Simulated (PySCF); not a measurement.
Distorted geometries of Hf(SH)4

Hf(SH)4 (singlet). PySCF 2.14.0, RKS r2SCAN, Hf def2-SVP with ECP60, S def2-SVP, H def2-SVP; non-relativistic Hamiltonian with scalar-relativistic core potentials where named; density fitting; no spin-orbit coupling. Relaxed geometry:

```xyz
9

Hf    0.0000    0.0000    0.0000
S     1.3432    1.4849    1.3881
H     1.7652    0.4258    2.1268
S    -1.3432   -1.4849    1.3881
H    -1.7652   -0.4258    2.1268
S     1.4850   -1.3432   -1.3881
H     0.4258   -1.7653   -2.1268
S    -1.4850    1.3432   -1.3881
H    -0.4258    1.7653   -2.1268
```

**Question.** Order these distorted geometries by energy above the relaxed one, lowest first.
A.
```xyz
9

Hf   -0.0175    0.0999    0.0045
S     1.3025    1.4728    1.4852
H     1.7938    0.4382    2.2065
S    -1.3707   -1.4161    1.3458
H    -1.7031   -0.4362    2.0768
S     1.4908   -1.4472   -1.3966
H     0.5062   -1.7911   -2.1301
S    -1.4979    1.3351   -1.4287
H    -0.5040    1.7446   -2.1635
```
B.
```xyz
9

Hf   -0.0327   -0.0119   -0.0211
S     1.3522    1.4856    1.3710
H     1.7540    0.3927    2.1467
S    -1.3191   -1.4215    1.3819
H    -1.7712   -0.4398    2.1009
S     1.4971   -1.3391   -1.3238
H     0.4275   -1.8003   -2.1634
S    -1.5014    1.3836   -1.3897
H    -0.4065    1.7507   -2.1024
```
C.
```xyz
9

Hf   -0.1232    0.0323   -0.0560
S     1.3820    1.4171    1.4640
H     1.7969    0.4393    2.1971
S    -1.4258   -1.4768    1.4165
H    -1.7084   -0.4271    2.3128
S     1.5147   -1.2532   -1.3920
H     0.5031   -1.7195   -2.2071
S    -1.4988    1.2562   -1.5323
H    -0.4405    1.7316   -2.2030
```

**Answer.** B (0.19 eV), C (0.30 eV), A (0.42 eV).

**Question.** Which forces (eV/Å) act in the one that lies 0.42 eV up?

**Answer.** 
```
Hf   0.93 -1.75 -0.62
S    0.17  0.48  0.13
H   -0.04 -0.14 -0.03
S    0.81 -2.09 -1.75
H   -0.83  2.25  1.77
S    1.21  1.60  2.21
H   -2.00 -0.70 -1.50
S   -1.52 -0.20  0.71
H    1.27  0.54 -0.92
```
Forces carry noise of the integration grid, about 0.01 to 0.03 eV/Å.

No frequency check is given that shows the relaxed geometry to be a minimum.
